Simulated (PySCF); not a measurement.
C6H10O2.
Numbering: `[CH3:1][CH:2]([CH3:3])[O:4]/[CH:5]=[CH:6]\[CH:7]=[O:8]` (hydrogens: H9, H10, H11 on C1; H12 on C2; H13, H14, H15 on C3; H16 on C5; H17 on C6; H18 on C7)

The geometry is computed with GFN2-xTB (gas phase).

Question: What internal coordinates does the optimisation give?

Answer: 
```tsv
bond	length (Å)
C1–C2, C2–C3	1.525
C2–O4	1.427
O4–C5	1.331
C5=C6	1.344
C6–C7	1.448
C7=O8	1.209
C1–H9 and 5 like bonds	1.087
C2–H12	1.101
C5–H16	1.089
C6–H17	1.078
C7–H18	1.106
```

Bonds in one row agree within 0.01 Å and their mean is given. A selection of angles:
```tsv
angle	degrees
C1–C2–C3	111.6
C1–C2–O4	106.9
C3–C2–O4	110.0
C2–O4–C5	117.6
O4–C5–C6	123.4
C5–C6–C7	123.2
C6–C7–O8	125.2
```

Torsions: C1–C2–O4–C5 -159° (antiperiplanar); C2–O4–C5–C6 -174° (antiperiplanar); O4–C5–C6–C7 2° (synperiplanar); C5–C6–C7–O8 -179° (antiperiplanar). The mirror-image conformer, all signs reversed, is as good.

The C–O distances run from 1.209 Å (C7=O8, drawn double) to 1.427 Å (C2–O4, drawn single), a spread of 0.218 Å. The 4 C–C bonds span 1.344 Å (C5=C6, drawn double) to 1.527 Å (C2–C3, drawn single), a spread of 0.183 Å. O4 (ether oxygen) is bent (angle 117.6°). Of the pairs four or more bonds apart, O4···H18 is among the closest relative to their van der Waals radii: 2.49 Å, 91 % of the sum of Bondi's values.

Point group: C1 (no symmetry element, even within 0.4 Å). Not checked by GFN2-xTB frequencies. One conformer, not necessarily the lowest.
